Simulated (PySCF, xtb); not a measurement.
BrGaH3N, SMILES [NH2][GaH][Br].

GFN2-xTB (xtb 6.7.1) at its own geometry gives an orbital gap of 4.26 eV and a dipole moment of 5.31 D.

Geometry optimised at B3LYP-D3(BJ)/def2-SVP. The structure was generated by enumeration; whether it is a known compound was not checked. Other conformers were not sampled.

**Question.** What does HF/def2-TZVPD (PySCF) give? (An estimate is asked for; the answer gives what the named calculation found.)

**Answer.** gap 12.18 eV (levels -10.94 and 1.24 eV), dipole 2.59 D.
